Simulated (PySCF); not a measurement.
**Calculated NMR data**

PySCF calculation with shieldings: GIAO PBE0/pcSseg-1 and GFN2-xTB geometry; gas phase, no relativistic terms, single conformer, averaged over atoms made equivalent by symmetry, fast rotation or ring inversion.

Scale: ¹H (σref 31.72), ¹³C (σref 186.93) vs TMS (reference shieldings calculated alike). Where no couplings were computed, multiplicities follow the n + 1 count of equivalent neighbours, and m marks all less simple cases (inequivalent or close neighbours, rings, F or P nearby). Shifts are as computed. Against solution values, carbons near 30 ppm lie about +3 ppm off and those near 130 ppm about +5 ppm. Of 1211 compounds with measured shifts, 218 miss one by over three times the rms of a fit or turn the order of signals round; such compounds aren't used in these exercises. OH and NH positions are gas-phase values without hydrogen bonding to other molecules.

Compound 1 (C8H16N2). ¹H NMR (500 MHz, computed): δ 6.24 (t, 1H), 2.34 (sept, 1H), 1.94 (m, 2H), 1.91 (s, 3H), 1.14 (t, 3H), 1.04 (d, 6H). ¹³C{¹H} NMR (computed): δ 143.0, 135.4, 31.1, 25.2, 21.3, 19.2, 13.4. Structure: SMILES C(/CC)=N/N=C(/C)C(C)C.

Compound 2 (C8H16N2). ¹H NMR (500 MHz, computed): δ 6.91 (s, 1H), 4.54 (br s, 1H), 2.56 (m, 1H), 1.07 (s, 9H), 0.69 (m, 2H), 0.30 (m, 2H). ¹³C{¹H} NMR (computed): δ 143.7 (CH), 37.0 (C), 30.0 (CH3), 28.0 (CH), 7.8 (CH2). Structure: `CC(C)(C)/C=N/NC1CC1`.
